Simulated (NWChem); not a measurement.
## Basis-set dependence for HBN

```xyz
3

B      0.0000     0.0000    -0.6134
N      0.0000     0.0000     0.6948
H      0.0000     0.0000    -1.7968
```
Charge 0, spin multiplicity 2.

All runs are NWChem calculations. All single points use one geometry, from UB3LYP/def2-SVP, a minimum by its harmonic frequencies.

Hartree-Fock energies in Ha, correlation energies in mHa.

The correlated methods keep 2 core orbitals frozen. The structure started from a generated list of species. The unpaired electrons of the parent sit in orbitals of symmetry b2 (C2v labels of the run); other states weren't searched. The stability of the SCF solutions was not checked. Open-shell Hartree-Fock references start from PBE0 orbitals. No row is a measurement; the coupled-cluster row has its own basis-set and correlation limits.

```
basis    functions        UHF  CCSD on ROHF  CCSD[T] on ROHF  CCSD(T) on ROHF  CCSDT on ROHF     UMP2  SCS-UMP2  URI-MP2
-------  ---------  ---------  ------------  ---------------  ---------------  -------------  -------  --------  -------
STO-3G          11  -78.59368        -114.5           -119.5           -118.1         -119.0  not run   not run  not run
cc-pVDZ         33  -79.64042        -227.6           -236.3           -235.6         -236.3   -199.4    -199.0   -199.4
cc-pVTZ         74  -79.66009        -273.2           -286.2           -285.5        not run   -248.0    -249.6   -248.0
cc-pVQZ        140  -79.66563       not run          not run          not run        not run   -266.0    -269.3   -266.0
```

From cc-pVTZ to cc-pVQZ the Hartree-Fock energy moves by -5.5 mHa and the UMP2 correlation energy by -18.0 mHa, which is 7 % of its value in the larger set.
